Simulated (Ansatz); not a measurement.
Total energies of `CC([SiH3])=S`.

Cartesian coordinates in Å:
```
C 0.5200 -0.2751 1.3568
C -0.3285 0.4546 0.3754
Si -0.2893 -0.0159 -1.4603
S -1.3131 1.6754 0.7772
H 1.5738 -0.2096 1.0609
H 0.3977 0.1140 2.3680
H 0.2744 -1.3436 1.3397
H 0.2420 1.1359 -2.2295
H -1.6672 -0.3378 -1.9019
H 0.5902 -1.1979 -1.6862
```

The species carries charge 0 and has multiplicity 1. The geometry is a stationary point of PBE0-D4/def2-TZVP. Basis def2-TZVPP, the Gaussian-basis code of Ansatz.

RPA on PBE orbitals: Hartree–Fock energy of these orbitals -765.66203 Eh, correlation -1.10736 Eh (frozen core).

```csv
functional,energy without D4 (Eh),D4 term (kJ/mol)
LDA (SPW92),-764.23173,–
PBE,-767.09176,-22.3
revPBE,-767.37115,-66.2
BLYP,-767.47881,-49.1
r2SCAN,-767.42164,-5.3
B97M-V,-767.35371,–
PBE0,-767.16366,-18.9
B3LYP,-767.57270,-36.2
r2SCANh,-767.41430,-5.7
r2SCAN0,-767.40430,-6.3
HSE06 (plane-wave form),-767.14471,-17.6
BHLYP,-767.47204,-28.3
CAM-B3LYP,-767.49343,-19.2
LC-ωPBE,-767.26227,–
ωB97X-V,-767.39600,–
ωB97M-V,-767.43481,–
B2PLYP,-767.20364,–
PBE-QIDH,-766.98093,–
```

B3LYP takes the VWN-RPA correlation (the form of Gaussian; ORCA's B3LYP/G). HSE06 is the plane-wave form, built on full-range PBE exchange. The double hybrids freeze the cores in their second-order part.

LC-ωPBE has ω = 0.4 bohr⁻¹.
